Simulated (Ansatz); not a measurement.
Calculated with Ansatz (gas phase, PBE0-D4/def2-TZVP geometries, no zero-point term in ΔE). CCSD(T)/CBS is the MP2 limit (def2-TZVPP, def2-QZVPP) plus CCSD(T) − MP2 in def2-TZVPP, frozen cores. Functionals use def2-TZVPP. B3LYP here is the variant with VWN-RPA as its local correlation; programs differ in this. For Se outer-core shells are correlated without core-valence functions, which leaves a few kJ/mol of doubt a bond. Scalar relativity is left out up to krypton. One conformer a species, not always the lowest.

Reaction (ligand exchange at the Si–N bond): `[SiH3][NH][AlH][SeH]` + `B[SiH2]CS` → `B[SiH2]CS[SiH3]` + `[NH2][AlH][SeH]`

Task: Is it downhill or uphill in electronic energy at CCSD(T)/CBS, and by how much? (An estimate is asked.)

Result: Ansatz gave: Nearly level: ΔE = +0.4 kJ/mol.

Task: What do these levels give: PBE-D4, PBE0-D4, B3LYP-D4, ωB97M-V, r2SCAN, B3LYP, HF/def2-TZVPP, MP2/def2-TZVPP, CCSD(T)/def2-TZVPP, MP2/def2-QZVPP, HF/CBS(def2), CCSD/CBS(def2)? (An estimate is asked.)

Result: Ansatz gave: PBE-D4 -9.3, PBE0-D4 -6.1, B3LYP-D4 -0.3, ωB97M-V 0.7, r2SCAN -2.9, B3LYP 1.3, HF/def2-TZVPP 11.1, MP2/def2-TZVPP 1.9, CCSD(T)/def2-TZVPP 3.8, MP2/def2-QZVPP 0.4, HF/CBS(def2) 12.4, CCSD/CBS(def2) 2.5 kJ/mol.

Largest T1 diagnostic among the species: 0.012.

From PBE to PBE0 (25 % exact exchange), in def2-TZVPP and without D4, ΔE moves by +3.1 kJ/mol. In def2-TZVPP, CCSD(T) changes the Hartree–Fock value by −7.3 kJ/mol (the triples alone add −2.1 kJ/mol) and MP2 by −9.2 kJ/mol.
